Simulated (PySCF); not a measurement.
# Electronic structure of Ga⁺ (gallium, charge +1) at the UHF level

Configuration: [Ar] 3d10 4s2, closed-shell 1S. All numbers are calculated (PySCF 2.14, a scalar-relativistic core potential, in aug-cc-pVDZ-PP with ECP10MDF).

- Total energy: -258.088334 hartree
- One-electron energy: -457.0478 hartree
- Hartree (Coulomb) energy: 220.5165 hartree
- Exchange energy: -21.5570 hartree
- ⟨S²⟩: 0.0000
- ⟨L²⟩: 0.000
- Sum of ⟨r⟩: 17.94 bohr
- Sum of ⟨r²⟩: 24.51 bohr²
- Time after the integrals: 0.07 s of wall time on 1 thread of Neoverse-V1 (shared host)

```
shell  electrons  mean orbital energy (hartree)  rms radius, mean of both spins (bohr)
   3s          2                       -6.89584                                  0.701
   3p          6                       -4.87587                                  0.739
   3d         10                       -1.46832                                  0.891
   4s          2                       -0.69939                                   2.48
```

Energies and moments cover only the electrons outside the core potential.
